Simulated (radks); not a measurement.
All-electron atom: Pd in [Kr] 4d10 (the NIST ground configuration).

Calculated with a radial shooting solver on a logarithmic mesh with Libxc functionals: scalar-relativistic Kohn-Sham, LDA (Slater exchange, VWN5 correlation), spin-polarised, spherical densities, point nucleus.

Energy parts (hartree):
total: -5041.15198
kinetic: 5227.50007
electron-nucleus: -12186.36866
Hartree: 2056.83426
exchange-correlation: -139.11764

Orbitals (lengths in bohr, moments of r in powers of bohr; <r^-3> diverges for s and p1/2; r(max) is where P^2 peaks):
| orbital | occ. | eigenvalue (hartree) | <r^-3> | r(max) | <1/r> |
|---|---|---|---|---|---|
| 1s | 2 | -886.9727 | - | 0.02068 | 48.19 |
| 2s | 2 | -129.5310 | - | 0.1169 | 10.93 |
| 2p | 6 | -116.2101 | 3500 | 0.09341 | 10.58 |
| 3s | 2 | -23.33433 | - | 0.3422 | 3.821 |
| 3p | 6 | -18.95568 | 617.5 | 0.3352 | 3.642 |
| 3d | 10 | -11.97826 | 84.11 | 0.2819 | 3.418 |
| 4s | 2 | -3.13975 | - | 0.8500 | 1.459 |
| 4p | 6 | -1.88755 | 100.1 | 0.9086 | 1.303 |
| 4d | 10 | -0.15840 | 6.805 | 1.100 | 0.8814 |

The highest occupied level is 4d at -4.310 eV. The density falls to 0.001 e/bohr^3 at r = 4.08 bohr. Summed over all electrons, <r^2> = 45.05 bohr^2, which gives a Langevin (diamagnetic) susceptibility term of -35.7 x 10^-6 cm^3/mol.

Run on one thread of a shared host, so times are rough (Intel(R) Xeon(R) Platinum 8488C): 0.23 s of CPU time, 0.24 s wall, 16 iterations on 2669 mesh points.
